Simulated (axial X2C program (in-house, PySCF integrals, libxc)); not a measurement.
## CI: properties at the nuclei

Computed with an in-house all-electron X2C program for linear molecules (integrals from PySCF): two-component X2C with atomic mean-field Coulomb and Gaunt terms, Gaussian nuclei, basis I dyall-cv3z, C dyall-v3z with contracted cores.

R = 2.023 Å (near the PBE0 minimum at charge 0 of the determinant lowest at the starting distance; the state shown can have its own minimum elsewhere).

Input and command:
```json
{"zs": [53, 6], "q": 0, "bas": ["dyall-cv3z", "dyall-v3z"], "r0": 2.08, "levels": ["PBE0", "HF", "B3LYP", "LDA", "BHandHLYP"], "nst": 3}
```
```bash
python soeom.py task.json out
```

Keys: zs atomic numbers; q charge; bas basis sets; r0 starting distance in Å; levels methods; nst determinants followed.

Determinant lowest in the PBE0 search, Ω = 1/2 (⟨Sz⟩ = -0.50, ⟨Lz⟩ = 1.00 at PBE0), spin on the atoms I 0.02, C -0.52:

```csv
level,Eeff magnitude (GV/cm),Ws magnitude I (kHz),A∥/gI I (MHz),qzz I (a.u.),A∥/gI C (MHz),qzz C (a.u.),μ (D)
PBE0,0.874,0.834,933,5.18,304,-0.24,-1.96
HF,1.21,1.28,662,7.32,276,-0.37,-1.35
B3LYP,0.881,0.843,937,5.21,293,-0.25,-2.04
LDA,1.41,1.5,1120,4.47,303,-0.19,-2.21
BHandHLYP,0.772,0.711,786,6.14,296,-0.31,-1.76
```

Determinant 0.15 eV from it at PBE0 and this distance, Ω = 3/2 (⟨Sz⟩ = 0.50, ⟨Lz⟩ = 1.00 at PBE0), spin on the atoms I 0.02, C 0.48:

| level | Eeff magnitude (GV/cm) | Ws magnitude I (kHz) | A∥/gI I (MHz) | qzz I (a.u.) | A∥/gI C (MHz) | qzz C (a.u.) | μ (D) |
| --- | --- | --- | --- | --- | --- | --- | --- |
| PBE0 | 0.545 | 0.139 | 213 | 5.43 | 74 | -0.28 | -1.75 |
| HF | 7.75 | 3.14 | -136 | 9.22 | 111 | -0.10 | -0.96 |
| B3LYP | 0.538 | 0.137 | 217 | 5.45 | 81 | -0.29 | -1.84 |
| LDA | 0.86 | 0.276 | 232 | 4.61 | 68.7 | -0.22 | -2.02 |
| BHandHLYP | 0.891 | 0.281 | 158 | 6.43 | 90.6 | -0.34 | -1.58 |

Eeff is the effective electric field on the electron electric dipole moment in this Ω state and Ws the scalar–pseudoscalar constant of the nucleus named (defined with the proton number Z and per Ω); A∥ (defined per Ω) follows by multiplying with gI = μI/(I μN); qzz is the electric field gradient, eQq0 = 234.96 MHz × Q/barn × qzz; μ is positive if the C end (last atom) is positive. The operators were transformed with the bare-nucleus X2C matrices; with these basis sets, hyperfine constants and field gradients can be off by tens of per cent, and where levels differ in sign neither size nor sign is settled.

(1) With gI(127I) = 1.1253, Q(127I) = -0.68822 barn, gI(13C) = 1.4048 (g factors from the IAEA table of nuclear moments by Stone; Q from Pyykkö, Mol. Phys. 2018), turn the PBE0 values of the first state into constants in MHz.

Each state is one determinant with collinear spin. Unrestricted Hartree–Fock can overshoot spin polarisation at the nuclei. Where Eeff spreads by more than a factor of two the levels disagree and none is to be relied on. At HF a later determinant lies lower. The search compared states at one distance, so a state with another bond length can lie lower. PBE0 term energies can be off by some tenths of an eV.

Results:

(1) A∥(127I) = 933 × 1.1253 = 1050 MHz; eQq0(127I) = 234.96 × (-0.68822) × (5.18) = -838 MHz; A∥(13C) = 304 × 1.4048 = 427 MHz.
